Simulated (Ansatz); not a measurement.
CH₆GeS (`C[S][GeH3]`), relaxed with RKS PBE-D4/def2-SVP in Ansatz 0.2.0 from a rough embedded geometry. The force threshold is 0.03 eV/Å; the program also tests the step.

Charge 0, multiplicity 1.

Start:

```xyz
9

C    -0.397    0.978    0.995
S     0.915    1.080   -0.170
Ge    0.414   -0.904   -1.023
H    -1.335    0.926    0.514
H    -0.423    1.938    1.652
H    -0.267    0.130    1.740
H     1.462   -1.224   -2.196
H    -0.963   -0.889   -1.594
H     0.593   -2.034    0.084
```

**Question.** By how much does the energy fall, and how many steps does the optimiser take? (An estimate is asked.)

**Answer.** The calculation gave: 0.30 eV, in 5 steps.

**Question.** Which bonds change most? (An estimate is asked.)

**Answer.** Computed: C1–S2 from 1.757 to 1.835 Å; Ge3–H8 from 1.491 to 1.555 Å; Ge3–H7 from 1.606 to 1.547 Å; C1–H5 from 1.164 to 1.107 Å.

**Question.** Give the relaxed structure. (An estimate is asked.)

**Answer.** The calculation gave: 
```xyz
9

C    -0.435    1.046    1.095
S     0.893    1.008   -0.172
Ge    0.472   -0.988   -1.092
H    -1.442    1.007    0.636
H    -0.329    2.009    1.630
H    -0.326    0.222    1.828
H     1.530   -1.169   -2.208
H    -0.963   -1.020   -1.688
H     0.601   -2.116   -0.029
```
